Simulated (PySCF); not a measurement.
Cl$_{3}$Sc, charge -1, doublet, at a GFN2-xTB geometry (such geometries of metal compounds can be far from the true shape) (the multiplicity is a formal guess) (a gas-phase anion, which may not be bound at this level); CASSCF(7,5)/6-31G in PySCF.

PySCF was given this input:
```python
from pyscf import gto, scf, mcscf
import numpy

mol = gto.M(
    atom='''
Sc   -0.000000   -0.000000   -0.000000
Cl    2.171581   -0.391505   -0.624244
Cl   -0.823194   -0.926461    1.929441
Cl   -1.348387    1.317966   -1.305197
''',
    basis='6-31g',
    charge=-1,
    spin=1,
    verbose=4,
)

mf = scf.ROHF(mol)
mf.kernel()
mc = mcscf.CASSCF(mf, 5, 7)
mc.fix_spin_(ss=0.75)
mc.kernel()
occ = numpy.linalg.eigvalsh(mc.fcisolver.make_rdm1(mc.ci, mc.ncas, mc.nelecas))[::-1]
ss = mc.fcisolver.spin_square(mc.ci, mc.ncas, mc.nelecas)[0]
print('natural occupations', occ.round(4), ' <S^2>', round(ss, 4))
```

Output, abridged:

```
PySCF version 2.14.0

[INPUT] verbose = 4
[INPUT] num. atoms = 4
[INPUT] num. electrons = 73
[INPUT] charge = -1
[INPUT] spin (= nelec alpha-beta = 2S) = 1
[INPUT] symmetry False subgroup None
[INPUT] Mole.unit = angstrom
[INPUT] Symbol           X                Y                Z      unit          X                Y                Z       unit  Magmom
[...]
nuclear repulsion = 362.654256289603
number of shells = 32
number of NR pGTOs = 228
number of NR cGTOs = 66
basis = 6-31g
ecp = {}

******** <class 'pyscf.scf.rohf.ROHF'> ********
method = ROHF
initial guess = minao
damping factor = 0
level_shift factor = 0
DIIS = <class 'pyscf.scf.diis.CDIIS'>
diis_start_cycle = 1
diis_space = 8
diis_damp = 0
SCF conv_tol = 1e-09
SCF conv_tol_grad = None
SCF max_cycles = 50
direct_scf = True
direct_scf_tol = 1e-13
num. doubly occ = 36  num. singly occ = 1
Set gradient conv threshold to 3.16228e-05
init E= -2138.51631705376
[...]
cycle= 1 E= -2138.39513513376  delta_E= 0.121  |g|= 0.294  |ddm|= 1.55
[...]
cycle= 2 E= -2138.44227623769  delta_E= -0.0471  |g|= 0.118  |ddm|= 0.579
[...]
cycle= 3 E= -2138.45090960794  delta_E= -0.00863  |g|= 0.0379  |ddm|= 0.217
[...]
cycle= 4 E= -2138.45484035716  delta_E= -0.00393  |g|= 0.0256  |ddm|= 0.282
[...]
cycle= 5 E= -2138.45554784395  delta_E= -0.000707  |g|= 0.00707  |ddm|= 0.0946
[...]
cycle= 6 E= -2138.45562348715  delta_E= -7.56e-05  |g|= 0.00182  |ddm|= 0.0322
[...]
cycle= 7 E= -2138.45563064355  delta_E= -7.16e-06  |g|= 0.00133  |ddm|= 0.0225
[...]
cycle= 8 E= -2138.4556326147  delta_E= -1.97e-06  |g|= 0.000198  |ddm|= 0.0119
[...]
cycle= 9 E= -2138.45563277855  delta_E= -1.64e-07  |g|= 5.32e-05  |ddm|= 0.00333
[...]
cycle= 10 E= -2138.4556327892  delta_E= -1.06e-08  |g|= 6.02e-06  |ddm|= 0.000654
[...]
cycle= 11 E= -2138.45563278929  delta_E= -9.28e-11  |g|= 9.3e-07  |ddm|= 5.77e-05
[...]
Extra cycle  E= -2138.4556327893  delta_E= -2.73e-12  |g|= 7.08e-07  |ddm|= 1.21e-05
converged SCF energy = -2138.4556327893

******** <class 'pyscf.mcscf.mc1step.CASSCF'> ********
CAS (4e+3e, 5o), ncore = 33, nvir = 28
max_cycle_macro = 50
max_cycle_micro = 4
conv_tol = 1e-07
conv_tol_grad = None
orbital rotation max_stepsize = 0.02
orbital rotation threshold for CI restart = 0.01
augmented hessian ah_max_cycle = 30
augmented hessian ah_conv_tol = 1e-12
augmented hessian ah_linear dependence = 1e-14
augmented hessian ah_level shift = 1e-08
augmented hessian ah_start_tol = 2.5
augmented hessian ah_start_cycle = 3
[...]
CASCI E = -2138.45567296944  S^2 = 0.7500000
[...]
               |grad[o]|=0.000164  |grad[c]|=0.00266  |ddm|=1.15e-05  |maxRot[o]|=0.069
macro iter  18 (  7 JK    2 micro), CASSCF E = -2138.45651529620  dE = -3.12404563e-06  S^2 = 0.7500000
               |grad[o]|=0.000159  |grad[c]|=0.00238  |ddm|=2.16e-05  |maxRot[o]|=0.0699
macro iter  19 (  6 JK    1 micro), CASSCF E = -2138.45651955912  dE = -4.26291399e-06  S^2 = 0.7500000
               |grad[o]|=0.000153  |grad[c]|=0.00293  |ddm|=4.18e-05  |maxRot[o]|=0.0798
macro iter  20 (  6 JK    1 micro), CASSCF E = -2138.45652439514  dE = -4.83601798e-06  S^2 = 0.7500000
               |grad[o]|=0.000144  |grad[c]|=0.00321  |ddm|=4.91e-05  |maxRot[o]|=0.0793
macro iter  21 (  6 JK    1 micro), CASSCF E = -2138.45652943509  dE = -5.03995125e-06  S^2 = 0.7500000
               |grad[o]|=0.000131  |grad[c]|=0.00425  |ddm|=4.97e-05  |maxRot[o]|=0.0797
macro iter  22 (  6 JK    1 micro), CASSCF E = -2138.45653415850  dE = -4.72341117e-06  S^2 = 0.7500000
               |grad[o]|=0.000117  |grad[c]|=0.00478  |ddm|=4.8e-05  |maxRot[o]|=0.0798
macro iter  23 (  6 JK    1 micro), CASSCF E = -2138.45653796059  dE = -3.80209076e-06  S^2 = 0.7500000
               |grad[o]|=9.42e-05  |grad[c]|=0.00468  |ddm|=4.35e-05  |maxRot[o]|=0.0798
macro iter  24 (  6 JK    1 micro), CASSCF E = -2138.45654111329  dE = -3.15270017e-06  S^2 = 0.7500000
               |grad[o]|=7.92e-05  |grad[c]|=0.00429  |ddm|=3.8e-05  |maxRot[o]|=0.0798
macro iter  25 (  6 JK    1 micro), CASSCF E = -2138.45654342499  dE = -2.31170043e-06  S^2 = 0.7500000
               |grad[o]|=5.98e-05  |grad[c]|=0.00385  |ddm|=3.4e-05  |maxRot[o]|=0.0799
macro iter  26 (  4 JK    1 micro), CASSCF E = -2138.45654419580  dE = -7.70811766e-07  S^2 = 0.7500000
               |grad[o]|=4.29e-05  |grad[c]|=0.000906  |ddm|=5.89e-06  |maxRot[o]|= 0.04
macro iter  27 (  1 JK    1 micro), CASSCF E = -2138.45654419581  dE = -5.00222086e-12  S^2 = 0.7500000
               |grad[o]|=2.61e-05  |grad[c]|=2.84e-06  |ddm|=1.38e-06  |maxRot[o]|=    0
1-step CASSCF converged in  27 macro (209 JK  45 micro) steps
CASSCF canonicalization
Density matrix diagonal elements [1.99947423e+00 1.99947831e+00 1.99996606e+00 1.00000122e+00
 1.08016924e-03]
CASSCF energy = -2138.45654419581
CASCI E = -2138.45654419581  E(CI) = -7.80004138628374  S^2 = 0.7500000
natural occupations [2.0000e+00 1.9995e+00 1.9995e+00 1.0000e+00 1.1000e-03]  <S^2> 0.75
```
